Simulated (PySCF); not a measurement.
GaH3, SMILES [GaH3]. Coordinates come from a r2SCAN-D4/def2-TZVPD optimisation. The isomer is the one that the SMILES or the coordinates give; other isomers of the formula were not compared.

TDA-PBE0/def2-TZVPD in PySCF puts the lowest singlet excitations at 5.24, 5.24, 7.93, 7.93, 8.58, 8.72 eV.

Task: What are the lowest excitation roots from ADC(2)/aug-cc-pVDZ run with PySCF 2.14.0? (The exact figures need the calculation; the answer reports its results.)

Result: 5.69, 5.69, 8.45, 8.45, 9.20, 9.20 eV. S1 differs by 0.45 eV (second minus first; roots are paired by order, and the bases may differ).
